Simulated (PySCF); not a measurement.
How methods differ on the ionisation energy of Tl³⁷⁺

Tl³⁷⁺ [Kr] 4d8 [4d3/2^4 4d5/2^4, M_J = 4] → Tl³⁸⁺ [Kr] 4d7 [4d3/2^4 4d5/2^3, M_J = 9/2], as a difference of total energies. All numbers are calculated (PySCF 2.14, the two-component X2C-1e Hamiltonian, in an even-tempered Gaussian basis (17 s from 4.1 bohr⁻², ratio 2.8; 14 p from 5.4 bohr⁻², ratio 2.8; 9 d from 5.4 bohr⁻², ratio 2.8; 3 f from 24 bohr⁻², ratio 3)). Correlated levels: [Ar] 3d10 frozen; the 92 highest virtual spinors dropped. "Screened" scales the spin-orbit matrix elements by Boettger's factors to mimic the two-electron term; Breit and QED terms are absent.

```tsv
method	ionisation energy (eV)
GHF (spin-free)	1748.9
GMP2 (spin-free)	1749.3
GHF (screened spin-orbit)	1738.5
GMP2 (screened spin-orbit)	1738.8
```

Breit and QED terms and the two-electron picture change are absent.

The spin-free rows relax to the high-spin LS determinant and lack the spin-orbit shift.

The labels give the starting determinants; with spin-orbit coupling the two ends relaxed to ⟨J²⟩ = 20.00, ⟨L²⟩ = 13.16, ⟨S²⟩ = 1.87 and ⟨J²⟩ = 24.75, ⟨L²⟩ = 15.92, ⟨S²⟩ = 2.64.

For comparison: 1740 ± 4 eV (theoretical estimate listed by NIST; NIST Atomic Spectra Database, ionization energies).
